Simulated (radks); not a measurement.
Charge is removed step by step from the 3d down level of the europium ion Eu31+, starting from [Ar] 3d(up 5, down 5) 4s2 4p2. Method: scalar-relativistic Kohn-Sham, PBEsol, spin-polarised, spherical densities, point nucleus; open shells are filled with parallel spins first (spin-orbit coupling, left out, can overturn this in heavy ions); computed with a radial shooting solver on a logarithmic mesh with Libxc functionals.

| removed (e) | E - E(0) (eV) | eigenvalue (eV) | E minus straight line (eV) |
|---|---|---|---|
| 0 | 0.000 | -2224.0 | 0.000 |
| 0.1 | 222.75 | -2233.6 | -4.338 |
| 0.2 | 446.47 | -2243.2 | -7.715 |
| 0.3 | 671.14 | -2252.8 | -10.130 |
| 0.4 | 896.78 | -2262.5 | -11.583 |
| 0.5 | 1123.4 | -2272.1 | -12.070 |
| 0.6 | 1351.0 | -2281.8 | -11.592 |
| 0.7 | 1579.5 | -2291.5 | -10.148 |
| 0.8 | 1809.0 | -2301.1 | -7.735 |
| 0.9 | 2039.5 | -2310.9 | -4.353 |
| 1 | 2270.9 | -2320.6 | 0.000 |

Removing the whole electron costs 2270.9 eV by Delta-SCF, against 2224.0 eV from minus the eigenvalue at the starting occupation. Slater's transition state (half an electron removed) gives 2272.1 eV. Integrating minus the eigenvalue over the occupation (Janak's theorem) gives 2272.2 eV. In this scalar-relativistic scheme the density is built from large components alone, so the theorem holds only approximately. The mean slope of the eigenvalue, de/dn, is 96.6 eV per electron.
